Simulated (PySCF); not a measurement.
# Spin-orbit coupling and the fourth ionisation energy along the 4p block

Two-component X2C-1e calculated with PySCF 2.14: MP2 on generalised Hartree-Fock spinors (GMP2), with spin-orbit coupling off and on (screened by Boettger's factors); no Breit or QED terms. Values in eV; the references (NIST) lie between the lowest levels. Elements whose determinants are no pure J levels are left out.

```tsv
element	configurations	spin-free	with spin-orbit	shift	reference
Ga (x2c-TZVPall-2c, [Ne] frozen)	[Ar] 3d10 → [Ar] 3d9	63.119	62.933	-0.186	63.241 ± 0.009
Ge (x2c-TZVPall-2c, [Ne] frozen)	[Ar] 3d10 4s1 → [Ar] 3d10	45.088	45.088	0.000	45.715
As (x2c-TZVPall-2c, [Ne] frozen)	[Ar] 3d10 4s2 → [Ar] 3d10 4s1	49.057	49.058	0.000	50.15 ± 0.06
Se (x2c-TZVPall-2c, [Ne] frozen)	[Ar] 3d10 4s2 4p1 → [Ar] 3d10 4s2	42.348	42.717	0.369	42.947
```

The largest shift is at Se, 0.369 eV, where spin-orbit coupling lowers the species with more electrons by more than the one with fewer (starting occupations 4p1/2^1 and closed).

What remains against the references is mostly the basis and correlation beyond MP2.
